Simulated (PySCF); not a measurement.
Radial density of Sn⁺ (tin, charge +1)

UHF, [Kr] 4d10 5s2 5p1, 2P determinant. Calculation: PySCF 2.14, in aug-cc-pVDZ-PP with ECP28MDF (5s4p3d, 32 functions); a scalar-relativistic core potential. This is the valence pseudo-density: the core potential removes the inner electrons and smooths the orbitals near the nucleus.

| r (bohr) | 4πr²ρ (e/bohr) | 4πr²(ρα − ρβ) |
| --- | --- | --- |
| 0.00821 | 2.286e-05 | 0.0000 |
| 0.0138 | 6.107e-05 | 0.0000 |
| 0.0232 | 0.0001482 | 0.0000 |
| 0.0391 | 0.0002934 | 0.0000 |
| 0.0657 | 0.0005932 | 0.0000 |
| 0.111 | 0.003981 | 0.0000 |
| 0.186 | 0.05254 | 0.0001 |
| 0.313 | 0.9351 | 0.0029 |
| 0.526 | 11.36 | 0.0406 |
| 0.885 | 21.97 | 0.0102 |
| 1.49 | 6.433 | 0.1209 |
| 2.50 | 1.620 | 0.4375 |
| 4.21 | 0.2445 | 0.1375 |
| 7.08 | 0.005325 | 0.0047 |
| 11.9 | 2.321e-05 | 0.0000 |

Energies and moments cover only the electrons outside the core potential.
